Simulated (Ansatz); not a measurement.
Gas-phase electronic energies from Ansatz, PBE0-D4/def2-TZVP geometries. CCSD(T)/CBS adds triple-zeta CCSD(T) − MP2 to the extrapolated MP2 energy (def2 sets, frozen cores). DFT in def2-TZVPP. B3LYP here is the variant with VWN-RPA as its local correlation; programs differ in this. Each species was taken in one conformer, which may not be the lowest.

Consider the ligand exchange at the Si–N bond: `C=C[SiH](F)N[SiH2]F` + `S[SiH2]Cl` → `C=C[SiH](F)S[SiH2]Cl` + `N[SiH2]F`.

CCSD(T)/CBS gives +0.02 eV.

(1) Another level gave +0.06 eV. Which?
A. PBE-D4/def2-TZVPP
B. CCSD(T)/def2-TZVPP
C. B3LYP-D4/def2-TZVPP
D. PBE/def2-TZVPP

Largest T1 diagnostic among the species: 0.012.

## Answers

(1) B. CCSD(T)/def2-TZVPP 0.06, PBE -0.04, B3LYP-D4 0.01, PBE-D4 -0.09 eV.

The D4 term adds −0.08 eV with B3LYP and −0.04 eV with PBE0; it sums over pairs of atoms, weighted by their polarisabilities, and B3LYP, whose exchange is more repulsive, gets the larger term. In def2-TZVPP, CCSD(T) changes the Hartree–Fock value by −0.12 eV (the triples alone add −0.03 eV) and MP2 by −0.19 eV.
